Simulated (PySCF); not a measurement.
# Distorted geometries of [OsO2F3]+

[OsO2F3]+ (singlet). PySCF 2.14.0, RKS r2SCAN, Os def2-SVP with ECP60, O def2-SVP, F def2-SVP; non-relativistic Hamiltonian with scalar-relativistic core potentials where named; density fitting; no spin-orbit coupling. Relaxed geometry:

```xyz
6

Os    0.0580    0.0000    0.0458
O     0.2044    0.0000    1.7114
O     1.5939    0.0000   -0.6145
F    -0.1851    1.8062   -0.0925
F    -1.5220    0.0000   -0.8951
F    -0.1851   -1.8062   -0.0925
```

Question: Order these distorted geometries by energy above the relaxed one, lowest first.
A.
```xyz
6

Os    0.0366    0.0403    0.0673
O     0.2292   -0.0210    1.6750
O     1.5902    0.0110   -0.6124
F    -0.2487    1.7477   -0.0633
F    -1.4634    0.0429   -0.9119
F    -0.1799   -1.8209   -0.0920
```
B.
```xyz
6

Os    0.0950    0.0016    0.0391
O     0.2661    0.0240    1.7215
O     1.5967    0.0029   -0.6325
F    -0.1465    1.8908   -0.1371
F    -1.5669   -0.0439   -0.8147
F    -0.2802   -1.8754   -0.1135
```
C.
```xyz
6

Os    0.0761    0.0068    0.0287
O     0.2450    0.0054    1.5915
O     1.5775    0.0438   -0.5747
F    -0.2948    1.8681   -0.1662
F    -1.4964   -0.0753   -0.8779
F    -0.1435   -1.8488    0.0614
```

Answer: B (0.33 eV), A (0.38 eV), C (0.65 eV).

Question: Which forces (eV/Å) act in the one that lies 0.65 eV up?

Answer: 
```
Os  -4.30  0.66 -5.31
O    0.66  0.63  7.90
O    3.52  0.04 -1.84
F    0.64 -2.01  0.33
F   -0.68 -0.25 -0.53
F    0.16  0.93 -0.55
```
Forces carry noise of the integration grid, about 0.01 to 0.03 eV/Å.

No frequency check is given that shows the relaxed geometry to be a minimum.
